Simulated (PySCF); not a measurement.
FeO₃, SMILES [Fe](=[O])(=[O])=[O], multiplicity 1. Heavy atoms are numbered as in [Fe:1](=[O:2])(=[O:3])=[O:4].

Geometry optimised at r2SCAN-D4/def2-SVP. The multiplicity is an assumed one; other spin states were not compared.

Method: r2SCAN/def2-TZVPD (PySCF).

ESP charges are fitted to the potential on shells at 1.4 to 2.0 van der Waals radii. Atomic charges (e), one atom of each kind:

```tsv
atom	ESP fit	meta-Löwdin
Fe1	…	1.36
O2	…	-0.45
```

### Question
What belongs in the gaps? (Estimate from the structure and the level; the computed values follow.)

### Answer

- Fe1, ESP fit: 0.64
- O2, ESP fit: -0.21
